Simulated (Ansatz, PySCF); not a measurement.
CH3F3Si. Atoms are numbered in the order given.

```xyz
8

F      1.9037    -0.6374     0.0000
C      1.2883     0.6024     0.0000
Si    -0.5793     0.4109     0.0000
F     -1.0392    -0.4274     1.3010
F     -1.0392    -0.4274    -1.3010
H      1.6140     1.1739    -0.8891
H      1.6140     1.1739     0.8891
H     -1.2754     1.7154     0.0000
```

Geometry: ωB97X-D3(BJ)/def2-SVP. One conformer was computed; it need not be the lowest.

Vertical ionisation energy (IE) and electron affinity (EA) in eV. Rows of orbital energies are one-electron estimates. Where ΔSCF, EOM or ADC give a negative EA the extra electron is unbound and the value depends on the basis.

```tsv
level	IE	EA
−ε(HOMO), −ε(LUMO), PBE0/def2-TZVP (PySCF)	9.16	-0.04
−ε(HOMO), −ε(LUMO), PBE/def2-TZVP (PySCF)	[?]	[?]
ΔSCF, CAM-B3LYP/def2-SVPD (Ansatz), final states of multiplicity 2 and 2	11.94	-1.47
ΔSCF, PBE/def2-SVPD (Ansatz), final states of multiplicity 2 and 2	11.17	-1.18
```

Task: Fill in the missing entries. (The exact figures need the calculation; the answer reports its results.)

Result: 
- −ε(HOMO), −ε(LUMO), PBE/def2-TZVP (PySCF), IE: 7.55
- −ε(HOMO), −ε(LUMO), PBE/def2-TZVP (PySCF), EA: 0.94

Task: What vertical singlet–triplet gap does ΔSCF give with CAM-B3LYP/def2-SVPD (Ansatz, an electronic-structure program) and with PBE/def2-SVPD (Ansatz)? (The exact figures need the calculation; the answer reports its results.)

Result: 7.23 and 6.37 eV (triplet above singlet where positive).
